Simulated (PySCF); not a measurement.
A PySCF script (with the pyscf-properties extension) for the NMR shieldings of `C[C@@H]1C[Si@@H](F)CC1=S`, C$_{5}$H$_{9}$FSSi, on a GFN2-xTB geometry:

```python
import basis_set_exchange as bse
import numpy as np
from pyscf import gto, dft
from pyscf.prop import nmr

atoms = """
C     1.707215   -0.588648    0.454237
C     0.753191   -0.245587   -0.694994
C     0.300019    1.221401   -0.610604
Si   -1.197725    1.220256    0.557379
F    -2.444311    2.007113   -0.101307
C    -1.453230   -0.661907    0.429412
C    -0.466485   -1.117023   -0.594375
S    -0.693144   -2.420731   -1.531302
H     1.248917   -0.358933    1.413870
H     1.962220   -1.646063    0.429886
H     2.623225   -0.010095    0.360314
H     1.268411   -0.447606   -1.638548
H    -0.008472    1.563544   -1.600475
H     1.130770    1.853649   -0.303770
H    -1.059469    1.784392    1.887344
H    -1.220405   -1.157033    1.374670
H    -2.457726   -0.984699    0.158353
"""
names = dict.fromkeys(["C", "Si", "F", "S", "H"], "pcSseg-1")
basis = {el: gto.basis.parse(bse.get_basis(n, elements=[el], fmt="nwchem")) for el, n in names.items()}
mol = gto.M(atom=atoms, basis=basis, charge=0, verbose=0)
mf = dft.RKS(mol, xc="PBE0")
mf.grids.level = 2
mf.grids.alignment = dft.numint.BLKSIZE   # the property module wants whole blocks of grid points
mf.conv_tol = 1e-9
mf.kernel()

calc = nmr.RKS(mf)   # GIAO
C = mf.mo_coeff
Co = C[:, mf.mo_occ > 0]
resp = mf.gen_response(singlet=True, hermi=2)
def vind(x):   # induced exchange potential for any number of trial vectors
    d = np.einsum("pi,xij,qj->xpq", C, 2 * x.reshape(-1, C.shape[1], Co.shape[1]), Co, optimize=True)
    return np.einsum("xpq,pi,qj->xij", resp(d - d.transpose(0, 2, 1)), C, Co, optimize=True).ravel()
mo1, _ = nmr.rhf.solve_mo1(calc, with_cphf=vind)
sigma = calc.kernel(mo1)
for i, s in enumerate(sigma):   # ppm
    print("%2d %-2s %9.2f" % (i, mol.atom_pure_symbol(i), np.trace(s) / 3))
```

Q: Give the expected output.

A: 
```
 0 C     158.74
 1 C     124.77
 2 C     159.73
 3 Si    315.85
 4 F     372.63
 5 C     146.67
 6 C     -99.87
 7 S    -476.81
 8 H      30.89
 9 H      30.40
10 H      30.38
11 H      28.10
12 H      30.11
13 H      30.46
14 H      25.88
15 H      29.01
16 H      28.65
```

These numbers come from an equivalent density-fitted implementation of the same equations, which agrees with the script to about 0.01 ppm for H and up to a few tenths of a ppm for heavy atoms, so last digits may differ.

Q: Turn these shieldings into chemical shifts. Chemical shifts δ = σref − σ; 13C (σ = 186.93 ppm), 29Si (σ = 349.16 ppm), 1H (σ = 31.72 ppm) vs TMS; CFCl3 for 19F (σ = 170.95 ppm); 33S (σ = 503.73 ppm) vs CS2, all at this level.

A: Averaging equivalent atoms: C 6: 286.8; C 1: 62.2; C 5: 40.3; C 0: 28.2; C 2: 27.2; Si 3: 33.3; F 4: -201.7; S 7: 981; H 14: 5.84; H 11: 3.62; H 16: 3.07; H 15: 2.71; H 12: 1.61; H 13: 1.26; H 8/9/10: 1.16 ppm. Unscaled 19F shifts against computed CFCl3 carry errors that often reach 10 to 50 ppm.

Size and cost of the density-fitted run: 195 basis functions, 84 s wall time on 1 thread of an Arm Neoverse N1, shared host; peak memory 0.88 GiB.
